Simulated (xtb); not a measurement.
diglyme (C₆H₁₄O₃), singlet, geometry from GFN2-xTB. Base run: GFN0-xTB in xtb.

The xtb input:
```
$ xtb mol.xyz --gfn 0 --json

# file mol.xyz
23

C     -4.32018274     0.10369954    -0.27968204
O     -3.32739323     0.88011273     0.34633474
C     -2.03256097     0.72714712    -0.18116636
C     -1.36618584    -0.60355762     0.21708757
O     -0.07916902    -0.76777934    -0.32857044
C      0.92423032     0.03238711     0.25737989
C      2.27756247    -0.49578610    -0.20804157
O      3.28593317     0.31629622     0.34300580
C      4.57752733    -0.08497099    -0.03728386
H     -5.27128911     0.45139207     0.11948003
H     -4.20986180    -0.96368918    -0.06140571
H     -4.30709659     0.24760544    -1.36654269
H     -2.04487064     0.80671816    -1.27836767
H     -1.46048727     1.56340887     0.22841288
H     -1.94417526    -1.44216755    -0.17961612
H     -1.33928610    -0.67600091     1.31424203
H      0.86923954    -0.01770022     1.35356851
H      0.83128529     1.08347749    -0.04514543
H      2.31600329    -0.47472289    -1.30729183
H      2.39741675    -1.54037524     0.11607243
H      4.70502381    -0.03709573    -1.12587243
H      5.26978660     0.60484485     0.44071062
H      4.79100102    -1.10824617     0.29583295
```

Each row names what was changed in the base input (with any setting that the change needs).

| change | ΔE vs base (kcal/mol) | HOMO-LUMO gap (eV) |
|---|---|---|
| base | 0.000 | 6.42 |
| etemp = 3000 | 0.000 | 6.42 |
| acc = 30 | 0.000 | 6.42 |
| file = coord | 0.000 | 6.42 |
| acc = 0.0001 | 0.000 | 6.42 |
| etemp = 1000 | 0.000 | 6.42 |
